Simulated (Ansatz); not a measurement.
Ideal-gas functions of `[OH][Ga]([F])[CH2]Br` at 600 K and 1 bar, from an Ansatz frequency run at PBE0-D4/def2-TZVP.

Molar mass 199.66 g/mol, point group Cs (symmetry number 1), electronic degeneracy 1, moments of inertia 88.698, 593.536, 679.083 u Å². Harmonic wavenumbers (cm⁻¹, unscaled): 31, 77, 160, 173, 197, 407, 544, 651, 657, 692, 735, 859, 1061, 1126, 1412, 3112, 3180, 3884.

Use S(trans) = R[1.5 ln M + 2.5 ln T − 1.1517]; rotational temperatures θ = 24.2544 K / I; S(rot) = R[ln(√π/σ · √(T³/θAθBθC)) + 1.5]; for each mode x = 1.438777 ν̃/T, S = R[x/(eˣ − 1) − ln(1 − e⁻ˣ)] and H = RT x/(eˣ − 1); 1 cm⁻¹ = 0.0119627 kJ/mol; R = 8.31446 J/(mol·K).

By hand: the entropy, in J/(mol·K).

Translation 189.4. Rotation: θ = 0.2734, 0.0409, 0.0357 K, giving 129.5. Vibration, mode by mode: 29.93, 22.37, 16.33, 15.69, 14.63, 8.84, 6.67, 5.41, 5.34, 5.00, 4.60, 3.64, 2.48, 2.20, 1.27, 0.04, 0.04, 0.01, in all 144.5. Electronic 0.0. Sum 463.4 J/(mol·K).

By hand: H − E and G − E in kJ/mol, counted from the electronic energy.

Zero-point energy ½ × 18958 × 0.0119627 = 113.4; thermal vibration 38.8; translation, rotation and pV give 4 RT = 20.0. H − E = 172.2 kJ/mol, and G − E = 172.2 − 600 × 463.4/1000 = -105.8 kJ/mol.

Vibration gives 31 % of the entropy, 52.3 J/(mol·K) of it from the modes under 150 cm⁻¹: soft modes count most, and the harmonic formula is weakest for them. The sum counts one conformer and one mirror image; others add a mixing term.
